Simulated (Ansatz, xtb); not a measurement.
**NSiTe−: where a starting geometry ends**

The starting geometry of this gas-phase singlet has its atoms placed at random.

```xyz
3

N     1.4329    0.3467    0.0244
Si   -0.1337    0.1518    0.9855
Te   -1.2400   -1.0763   -0.5079
```

Q: Guess where an optimisation with r2SCAN-D4/def2-SVPD ends from this start.

A: It ends as `N1=[Si-][Te]1`. Distances that change by over a tenth: N1–Si2 (1.85 → 1.66 Å), Si2–Te3 (2.23 → 2.60 Å). Contacts that close: N1–Te3 (3.07 → 2.26 Å).

The energy falls by 2.00 eV over 7 steps:

```tsv
step	E − E(last) (eV)
1	1.999
2	0.872
3	0.385
4	0.271
5	0.009
6	0.000
7	0.000
```

Final geometry (Å):

```xyz
3

N     0.9439    0.0721   -0.1013
Si    0.0621    0.3797    1.2710
Te   -0.9467   -1.0297   -0.6677
```

From the same start GFN2-xTB ends elsewhere, at `N#[Si][Te-]`.

From so rough a start the end depends on the optimiser's path, so another program may land elsewhere. The end wasn't checked by frequencies. Atoms past krypton carry core potentials, without spin–orbit terms. Run with Ansatz 0.2.0, 17 s on 1 thread of Intel(R) Xeon(R) Platinum 8259CL CPU @ 2.50GHz (Skylake/Cascade Lake), with other jobs on the host.
